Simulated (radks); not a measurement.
Values are calculated unless marked as measured or tabulated.
Coulomb parameter of the 5d shell of the rhenium ion Re2+ in the model configuration [Xe] 4f14 5d4 6s1, as a second difference U = [E(n + 0.5) + E(n - 0.5) - 2 E(n)] / (0.5)^2 with all orbitals relaxed. "Bare": the charge of the atom changes with n. "Screened": the 6s shell takes up the change at fixed total charge, which measures U(5d,5d) + U(6s,6s) - 2 U(5d,6s). Code: a radial shooting solver on a logarithmic mesh with Libxc functionals. Model: Dirac Kohn-Sham, PBE, spin-unpolarised, spherical densities, finite nucleus; open shells are shared between the two j in proportion to 2j + 1; Fermi nuclear charge, rms radius 5.3698 fm.

case                   configuration  E - E(n) (eV)
start              [Xe] 4f14 5d4 6s1          0.000
bare +0.5        [Xe] 4f14 5d4.5 6s1        -10.406
bare -0.5        [Xe] 4f14 5d3.5 6s1         13.241
screened +0.5  [Xe] 4f14 5d4.5 6s0.5         -1.034
screened -0.5  [Xe] 4f14 5d3.5 6s1.5          1.282

U(bare) = 11.341 eV, U(screened by 6s) = 0.994 eV.
